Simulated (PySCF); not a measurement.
# VO2Cl: double against triple zeta

Base calculation in PySCF with density fitting and no spin–orbit coupling, PBE0/def2-SVP (no relativity): singlet, Cs, V–Cl 2.177 Å, V–O 1.556 Å (×2); Cl–V–O 117.1° (×2), O–V–O 109.1°; wavenumbers 152, 197, 367, 508, 1140, 1152 cm⁻¹; dipole moment 3.05 D, gap between the highest occupied and lowest empty levels 4.87 eV, polar-tensor charge of V 1.91 e, atomisation energy (no zero-point energy) 1551 kJ/mol.

Problem. What changes on going to PBE0/def2-TZVP (no relativity)?

Solution. The point group stays the same. Changes: mean bond to V +0.006 Å, smallest bond angle +0.9 degrees, highest wavenumber -36 cm⁻¹, lowest wavenumber -27 cm⁻¹, dipole moment -0.34 D, gap between the highest occupied and lowest empty levels -0.01 eV, polar-tensor charge of V +0.10 e, atomisation energy (no zero-point energy) -8 kJ/mol. The new structure has V–Cl 2.174 Å, V–O 1.567 Å (×2); Cl–V–O 118.5° (×2), O–V–O 110.0°, with wavenumbers 125, 190, 353, 507, 1104, 1116 cm⁻¹.

The structures come from searches over a few start shapes, so lower isomers are not excluded.
